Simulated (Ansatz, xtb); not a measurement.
## C2H12Si3: which of two isomers lies lower

Structure X is `C[SiH2]C([SiH3])[SiH3]`, a singlet and structure Y is `[SiH3]C[SiH2]C[SiH3]`, a singlet. Both are isolated molecules in the gas phase, relaxed with PBE-D3(BJ)/def2-SVP; each stands in its lowest conformer found.

Which of the two would you expect CCSD(T)/def2-SVP + ΔMP2/def2-TZVPP electronic energies to favour?

Structure X; the calculation gives E(Y) − E(X) = +1.77 kcal/mol.

How the difference moves with the method:

| level | geometry | E(Y) − E(X) (kcal/mol) | departure from the last row (kcal/mol) | job, with rough time for the two |
| --- | --- | --- | --- | --- |
| GFN2-xTB | GFN2-xTB | −0.87 | −2.64 | optimisation, 0.61 s |
| HF/STO-3G | GFN2-xTB | −1.69 | −3.45 | single point, 0.94 s |
| r2SCAN-D4/def2-SVP | GFN2-xTB | +1.62 | −0.15 | single point, 6.2 s |
| PBE-D3(BJ)/def2-SVP | PBE-D3(BJ)/def2-SVP | +1.41 | −0.35 | optimisation, 45 s |
| HF/def2-SVP | PBE-D3(BJ)/def2-SVP | +0.90 | −0.87 | part of the CCSD(T) run |
| MP2/def2-SVP | PBE-D3(BJ)/def2-SVP | +2.07 | +0.30 | part of the CCSD(T) run |
| CCSD(T)/def2-SVP | PBE-D3(BJ)/def2-SVP | +1.85 | +0.08 | single point |
| CCSD(T)/def2-SVP + ΔMP2/def2-TZVPP | PBE-D3(BJ)/def2-SVP | +1.77 |  | single point, 97 s |

As drawn, both hold the same kinds of bond in the same numbers. Structure X has 1 methyl group, Y 0.

GFN2-xTB, HF/STO-3G put the two in the other order. The largest departure from CCSD(T)/def2-SVP + ΔMP2/def2-TZVPP is that of HF/STO-3G, 3.45 kcal/mol. The last row adds to CCSD(T) the change of the MP2 difference between the two basis sets, here −0.08 kcal/mol.

With thermal terms from frequencies at re-optimised GFN2-xTB minima (ideal gas, soft modes damped towards free rotors, one conformer each, 298.15 K, 1 atm): on the last row, ΔE + ΔZPE = +1.91, ΔH = +1.73, ΔG = +2.25 kcal/mol.

The correlated steps freeze 17 core orbitals. Codes used: Ansatz 0.2.0, xtb 6.7.1; the last row on 2 threads of Intel(R) Xeon(R) Platinum 8259CL CPU @ 2.50GHz (Skylake/Cascade Lake) on a shared host.
